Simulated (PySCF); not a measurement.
Stepwise substitution at one centre (Al SiH3-SH). Isolated molecules, 0 K electronic values unless said otherwise. One relaxed conformer stands for each flexible species; it need not be the lowest. Strings in code marks are SMILES.

Computed with PBE-D3(BJ)/def2-TZVP // PBE0-D3(BJ)/def2-TZVP (PySCF). Excitations are Tamm–Dancoff values on a coarser integration grid. The basis has no diffuse functions, so Rydberg states are missing or too high.

```
species                                                                       S1 excitation (TDA) (eV)  LUMO (eV)  S1 oscillator strength
----------------------------------------------------------------------------  ------------------------  ---------  ----------------------
0 of 3 SiH3 replaced by SH (`[SiH3][Al]([SiH3])[SiH3]`)                                     (withheld)      -3.35                   0.000
1 of 3 SiH3 replaced by SH (`[SiH3][Al]([SiH3])[SH]` (Si–Al–S–H torsion 0°))                      3.76      -2.84                   0.000
2 of 3 SiH3 replaced by SH                                                                  (withheld)      -2.23                   0.058
3 of 3 SiH3 replaced by SH (`[SH][Al]([SH])[SH]`)                                           (withheld)      -1.48                   0.000
```

Problem. Fill in the missing entries.

Solution. 
- 0 of 3 SiH3 replaced by SH (`[SiH3][Al]([SiH3])[SiH3]`), S1 excitation (TDA) (eV): 3.14
- 2 of 3 SiH3 replaced by SH, S1 excitation (TDA) (eV): 4.66
- 3 of 3 SiH3 replaced by SH (`[SH][Al]([SH])[SH]`), S1 excitation (TDA) (eV): 5.09
